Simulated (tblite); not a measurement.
A geometry optimisation, step by step.

C7H15BN2.
Numbering: `[CH2:1]=[CH:2][CH2:3][NH:4][B:5]([NH2:6])[CH:7]1[CH2:8][CH2:9][CH2:10]1` (hydrogens: H11, H12 on C1; H13 on C2; H14, H15 on C3; H16 on N4; H17, H18 on N6; H19 on C7; H20, H21 on C8; H22, H23 on C9; H24, H25 on C10)

Computed with GFN2-xTB (tblite), gas phase: L-BFGS steps from a force-field or distance-geometry start until the largest atomic force falls under 0.01 eV/Å. 4 of its 166 geometries are shown.

Step 0: E = -806.5555 eV, largest atomic force 3.023 eV/Å
```
atom  x, y, z in Å  |  force x, y, z in eV/Å
C1      4.050    0.085    0.238   -0.078  -0.373   0.622
C2      3.149   -0.781    0.693    0.727   0.124   0.329
C3      1.872   -0.991   -0.007   -0.850   0.028  -0.693
N4      0.699   -0.674    0.823   -1.870   1.201  -2.049
B5     -0.567   -0.920    0.023    1.474  -1.698   1.937
N6     -0.739   -2.324   -0.555   -0.972   1.513  -0.734
C7     -1.853   -0.021    0.078   -0.865  -2.063   0.522
C8     -1.862    1.133    1.035   -1.017   0.932   2.201
C9     -1.989    2.079   -0.128   -0.784   2.432  -0.168
C10    -2.035    0.936   -1.083    0.477  -1.100  -1.753
H11     4.974    0.209    0.783    0.016   0.168  -0.255
H12     3.885    0.683   -0.651    0.094  -0.186   0.237
H13     3.312   -1.381    1.610   -0.081   0.509  -0.705
H14     1.763   -2.045   -0.336    0.029   0.502   0.059
H15     1.777   -0.283   -0.882    0.702  -0.849   0.247
H16     0.807    0.333    1.091   -0.247  -1.216   0.069
H17    -0.666   -2.206   -1.599   -0.158  -0.610   1.339
H18    -1.741   -2.586   -0.330    1.508   0.162  -0.695
H19    -2.765   -0.686    0.120    0.699   0.475   0.454
H20    -0.975    1.265    1.683   -0.459  -0.155  -0.342
H21    -2.780    1.209    1.693    0.989  -0.317  -0.389
H22    -2.989    2.610   -0.150    1.211  -0.070   0.163
H23    -1.161    2.813   -0.238   -0.603  -0.375  -0.091
H24    -1.165    0.793   -1.760   -0.792   0.628  -0.207
H25    -3.013    0.775   -1.585    0.852   0.338  -0.098
```

Step 55: E = -808.4287 eV, largest atomic force 0.096 eV/Å
```
atom  x, y, z in Å  |  force x, y, z in eV/Å
C1      4.066    0.083    0.401   -0.006  -0.003   0.014
C2      3.036   -0.681    0.715   -0.028   0.000  -0.005
C3      1.936   -1.030   -0.243   -0.026  -0.030   0.015
N4      0.659   -0.489    0.180    0.012   0.075  -0.007
B5     -0.635   -0.963   -0.100    0.039  -0.027  -0.018
N6     -0.850   -2.230   -0.669    0.046  -0.082   0.017
C7     -1.914   -0.033    0.145    0.007   0.012   0.022
C8     -1.836    1.150    1.136   -0.037   0.076  -0.008
C9     -2.048    2.146   -0.014   -0.001  -0.007  -0.048
C10    -2.193    0.978   -0.998    0.003  -0.005  -0.040
H11     4.835    0.326    1.115    0.014   0.000  -0.027
H12     4.183    0.490   -0.592    0.007   0.006   0.048
H13     2.937   -1.090    1.712   -0.055   0.051  -0.016
H14     1.850   -2.119   -0.292   -0.015  -0.041  -0.056
H15     2.199   -0.657   -1.246   -0.005  -0.039   0.032
H16     0.753    0.443    0.552    0.013   0.016  -0.056
H17    -0.125   -2.900   -0.860   -0.012   0.062  -0.023
H18    -1.766   -2.591   -0.863    0.011   0.040   0.018
H19    -2.797   -0.644    0.343    0.005  -0.034   0.001
H20    -0.891    1.264    1.666   -0.040  -0.035   0.009
H21    -2.645    1.150    1.863    0.024   0.028   0.076
H22    -2.933    2.778    0.071    0.041  -0.037   0.054
H23    -1.190    2.785   -0.217   -0.009  -0.013   0.028
H24    -1.457    0.973   -1.799    0.024  -0.025  -0.019
H25    -3.184    0.885   -1.440   -0.012   0.013  -0.012
```

Step 110: E = -808.4806 eV, largest atomic force 0.065 eV/Å
```
atom  x, y, z in Å  |  force x, y, z in eV/Å
C1      4.031    0.021    0.552    0.037  -0.005  -0.002
C2      2.832   -0.510    0.699   -0.031  -0.003  -0.008
C3      1.934   -0.942   -0.424    0.017  -0.009   0.005
N4      0.620   -0.359   -0.276    0.013  -0.008   0.004
B5     -0.640   -0.976   -0.234   -0.026  -0.002  -0.023
N6     -0.813   -2.347   -0.482   -0.059  -0.003   0.027
C7     -1.919   -0.066    0.075    0.014  -0.004   0.009
C8     -1.742    1.032    1.152   -0.001   0.003  -0.001
C9     -1.964    2.120    0.093   -0.011  -0.004  -0.021
C10    -2.217    1.041   -0.968    0.005  -0.027  -0.007
H11     4.628    0.324    1.396    0.002   0.003  -0.003
H12     4.477    0.160   -0.419   -0.015   0.001  -0.018
H13     2.403   -0.633    1.684   -0.011  -0.022   0.033
H14     1.830   -2.031   -0.397    0.015  -0.014  -0.005
H15     2.384   -0.667   -1.388    0.009   0.018  -0.013
H16     0.664    0.639   -0.149    0.008   0.031  -0.006
H17    -0.079   -2.989   -0.718    0.035   0.000  -0.006
H18    -1.719   -2.778   -0.475    0.016  -0.007   0.013
H19    -2.801   -0.681    0.267    0.011   0.012   0.001
H20    -0.761    1.047    1.625   -0.001   0.012   0.013
H21    -2.497    1.018    1.936   -0.023  -0.011  -0.006
H22    -2.809    2.778    0.284   -0.016   0.007   0.011
H23    -1.089    2.739   -0.104    0.003  -0.007   0.010
H24    -1.527    1.062   -1.810    0.004   0.005  -0.014
H25    -3.234    1.022   -1.355    0.005   0.032   0.007
```

Step 165: E = -808.4946 eV, largest atomic force 0.007 eV/Å
```
atom  x, y, z in Å  |  force x, y, z in eV/Å
C1      4.005   -0.065    0.553   -0.002   0.000   0.000
C2      2.795   -0.589    0.601   -0.002  -0.006   0.003
C3      1.929   -0.848   -0.600    0.003   0.002  -0.001
N4      0.605   -0.293   -0.434    0.002  -0.002   0.000
B5     -0.615   -0.948   -0.200    0.003  -0.001  -0.002
N6     -0.710   -2.347   -0.132   -0.001   0.005   0.002
C7     -1.933   -0.063   -0.005    0.000  -0.002   0.001
C8     -1.880    0.966    1.152    0.000  -0.001   0.003
C9     -1.949    2.118    0.141    0.000   0.000   0.001
C10    -2.136    1.107   -0.999    0.002  -0.001   0.002
H11     4.590    0.109    1.440   -0.001   0.000   0.001
H12     4.470    0.201   -0.383   -0.002   0.004   0.003
H13     2.337   -0.846    1.547    0.000  -0.003  -0.002
H14     1.835   -1.929   -0.745    0.003   0.005   0.000
H15     2.408   -0.430   -1.496   -0.002   0.000  -0.001
H16     0.617    0.714   -0.410    0.001   0.001  -0.003
H17     0.067   -2.977   -0.220    0.003  -0.004  -0.002
H18    -1.582   -2.822    0.009   -0.007  -0.002   0.001
H19    -2.821   -0.696    0.060   -0.003   0.001  -0.002
H20    -0.972    0.934    1.753    0.002   0.002  -0.002
H21    -2.738    0.920    1.821    0.003   0.002   0.006
H22    -2.778    2.809    0.285   -0.001   0.000  -0.002
H23    -1.029    2.697    0.071   -0.001   0.000  -0.005
H24    -1.397    1.166   -1.796   -0.003   0.002   0.000
H25    -3.128    1.135   -1.447    0.004  -0.001  -0.001
```

Problem. Summarise the path.

Solution. The energy falls by 1.9391 eV from step 0 to step 165; nine tenths of that is first reached at step 24. It falls at every step. The largest force goes from 3.023 to 0.007 eV/Å. Among the bonds B5–N6 changes most, from 1.528 to 1.404 Å; the atoms move by 0.719 Å rms after alignment.

Problem. Follow the three bonds and two angles with the largest change from start to end.

Solution. 
| step | E above end (eV) | largest force (eV/Å) | B5–N6 (Å) | N4–B5 (Å) | N6–H18 (Å) | C3–N4–B5 (°) | B5–N6–H17 (°) |
| --- | --- | --- | --- | --- | --- | --- | --- |
| 0 | 1.9391 | 3.023 | 1.528 | 1.517 | 1.060 | 109.5 | 105.4 |
| 7 | 0.7699 | 0.799 | 1.477 | 1.396 | 1.015 | 121.9 | 118.2 |
| 14 | 0.4867 | 0.412 | 1.436 | 1.407 | 1.008 | 127.4 | 120.7 |
| 22 | 0.2158 | 0.246 | 1.414 | 1.406 | 1.004 | 126.3 | 124.5 |
| 29 | 0.1504 | 0.179 | 1.405 | 1.406 | 1.004 | 125.9 | 123.5 |
| 36 | 0.1157 | 0.226 | 1.405 | 1.404 | 1.000 | 125.7 | 125.0 |
| 43 | 0.0923 | 0.142 | 1.404 | 1.407 | 1.001 | 126.9 | 125.6 |
| 50 | 0.0748 | 0.170 | 1.407 | 1.407 | 1.005 | 128.3 | 124.5 |
| 57 | 0.0614 | 0.094 | 1.407 | 1.406 | 1.005 | 128.6 | 124.7 |
| 65 | 0.0391 | 0.110 | 1.408 | 1.406 | 1.005 | 128.9 | 124.4 |
| 72 | 0.0299 | 0.059 | 1.405 | 1.405 | 1.003 | 128.7 | 123.8 |
| 79 | 0.0261 | 0.048 | 1.403 | 1.404 | 1.002 | 128.8 | 124.2 |
| 86 | 0.0240 | 0.042 | 1.405 | 1.404 | 1.003 | 128.8 | 124.8 |
| 93 | 0.0206 | 0.045 | 1.405 | 1.403 | 1.003 | 129.8 | 124.8 |
| 100 | 0.0186 | 0.042 | 1.405 | 1.404 | 1.004 | 130.2 | 124.7 |
| 108 | 0.0149 | 0.076 | 1.404 | 1.404 | 1.003 | 130.1 | 125.1 |
| 115 | 0.0127 | 0.043 | 1.404 | 1.404 | 1.003 | 130.2 | 124.7 |
| 122 | 0.0106 | 0.048 | 1.404 | 1.403 | 1.003 | 130.2 | 124.7 |
| 129 | 0.0082 | 0.041 | 1.405 | 1.404 | 1.003 | 130.3 | 124.2 |
| 136 | 0.0038 | 0.065 | 1.403 | 1.405 | 1.003 | 130.2 | 124.3 |
| 143 | 0.0012 | 0.019 | 1.404 | 1.405 | 1.003 | 129.8 | 124.9 |
| 151 | 0.0007 | 0.024 | 1.404 | 1.405 | 1.003 | 129.8 | 124.8 |
| 158 | 0.0002 | 0.012 | 1.404 | 1.405 | 1.003 | 129.6 | 124.8 |
| 165 | 0.0000 | 0.007 | 1.404 | 1.405 | 1.003 | 129.5 | 124.7 |

What follows is the cost of the whole relaxation. On one thread, Arm Neoverse N1 (aarch64), no GPU, shared host, this took 2.5 s wall.
